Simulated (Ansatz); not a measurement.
The molecule RhN, closed-shell singlet (lowest of 2S+1 = 1, 3, 5, 7 at CCSD(T)/def2-TZVPP on PBE0 minima; our sources give no spin for the ground state, which may be another). No spin–orbit coupling.

Seven points along R, fitted to fifth degree in 1/R; most abundant isotopes. In def2 and cc sets the state is the lowest found near the PBE0 minimum, followed along R. The singlet is held restricted.

Programs: Ansatz (a first-principles code) with Gaussian orbitals. Values without a source in brackets are computed. In def2 rows elements past Kr take small-core potentials, without spin–orbit coupling.

Energies at B97M-V/def2-TZVPP:

```csv
R (Å),E (hartree)
1.468823,-165.17115126
1.508307,-165.18118087
1.544633,-165.18636655
1.585697,-165.18846616
1.626760,-165.18738430
1.674142,-165.18308810
1.729420,-165.17502527
```

Problem. With a reduced mass of 12.3258 u, find the minimum, the force constant and the constants.

Solution. A fifth-degree polynomial in 1/R puts the minimum at r_e = 1.5907 Å with force constant 795 N/m. Then ω_e = (1/2πc)√(k/μ) = 1046 cm⁻¹ and B_e = h/(8π²cμr_e²) = 0.5405 cm⁻¹; the cubic and quartic terms give α_e = 0.0036 and ω_e x_e = 5.1 cm⁻¹.
